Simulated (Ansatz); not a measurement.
Si₂N₂O. Charge 0, multiplicity 5. Geometry r2SCAN-D4/def2-SVP; atoms count from 1.

```tsv
atom	x (Å)	y (Å)	z (Å)
Si1	1.994	-0.719	-0.723
Si2	-0.313	-0.652	0.133
N3	-1.564	1.959	0.045
N4	-1.185	0.874	-0.084
O5	1.069	-1.461	0.628
```

At PBE0-D4/def2-TZVP a singlet of charge 0 lies 3.26 eV below the quintet, each at its own geometry. The structure comes from a short search, and lower isomers may exist.

Q: Estimate the Mulliken populations from the PBE0/def2-TZVP orbitals of Ansatz.

A: 
```csv
atom,charge (e),spin (α − β)
Si1,0.06,1.28
Si2,0.39,1.57
N3,-0.07,0.75
N4,-0.03,0.03
O5,-0.34,0.36
```
Mulliken values and Mayer orders depend strongly on the basis.

Q: Where does the spin sit?

A: Summed by element: Si 2.85, N 0.79, O 0.36, of 4 unpaired in all. Largest on single atoms: Si2 1.57, Si1 1.28, N3 0.75.

Q: And the Mayer bond orders between bonded heavy atoms (over 0.3)?

A: Si1–Si2 0.66 (2.46 Å); Si1–O5 0.86 (1.80 Å); Si2–N4 1.13 (1.77 Å); Si2–O5 1.23 (1.68 Å); N3–N4 2.10 (1.16 Å).
